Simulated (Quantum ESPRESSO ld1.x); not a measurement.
Valence configurations of Hf II (all share [Xe]). All-electron calculation, scalar-relativistic Kohn-Sham, LDA (Slater exchange, Perdew-Zunger correlation), spin-polarised, spherical densities, point nucleus; open shells are filled with parallel spins first. Program: ld1.x of Quantum ESPRESSO 7.5. Energies are relative to 4f14 5d1 6s2; eigenvalues in eV for spin up.

valence               E (eV)  moment (Bohr magnetons)    e(4f)    e(5d)   e(6p)    e(6s)
4f14 5d1 6s2           0.000                        1  -26.450  -11.194       -  -12.270
4f14 5d2 6s1           0.467                        3  -24.021  -10.038       -  -11.828
4f13.5 5d1 6s2 6p0.5  10.882                        2  -32.818  -13.484  -8.013  -13.519
4f14 5d0.5 6s2 6p0.5   2.186                        1  -28.506  -12.539  -7.835  -13.152
4f13.5 5d1 6s1 6p1.5  15.219                        4  -34.134  -14.785  -8.963  -14.676
4f13 5d2 6s2          18.127                        3  -35.107  -12.964       -  -12.940
4f14 5d1 6p2           9.555                        3  -29.255  -13.617  -8.808        -
4f13.5 5d1.5 6s2       8.324                        2  -30.711  -12.090       -  -12.624
4f14 6s1 6p2           9.262                        3  -31.902        -  -9.372  -15.134
4f12 5d3 6s2          42.422                        5  -44.288  -14.661       -  -13.484

NIST lists [Xe] 4f14 5d1 6s2 as the ground configuration; this level of theory agrees among the configurations tried. The energies are those of spherical high-spin densities, not of single terms.
